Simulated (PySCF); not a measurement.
C2H5ClOSi, SMILES Cl[SiH2]OC=C.

The structure is a stationary point at B3LYP-D3(BJ)/def2-SVP. This is a generated structure with no PubChem entry under its InChIKey; it may be hypothetical. One conformer was computed; it need not be the lowest.

The numbers are results of PBE0/def2-TZVP run with PySCF, not measurements.

Gas-phase values at a fixed geometry.

| Item | Value |
|---|---|
| total energy | -903.82990 hartree |
| highest occupied level | -7.15 eV |
| lowest empty level | 0.02 eV |
| orbital gap | 7.16 eV |
| dipole moment | 0.79 D |
| quadrupole, principal values (traceless, Buckingham form, about the centre of nuclear charge) | -2.85, -2.64, 5.48 D·Å |
| mean static polarisability | 64.8 bohr³ (9.61 Å³) |
| polarisability, principal values | 48.5, 61.3, 84.7 bohr³ |
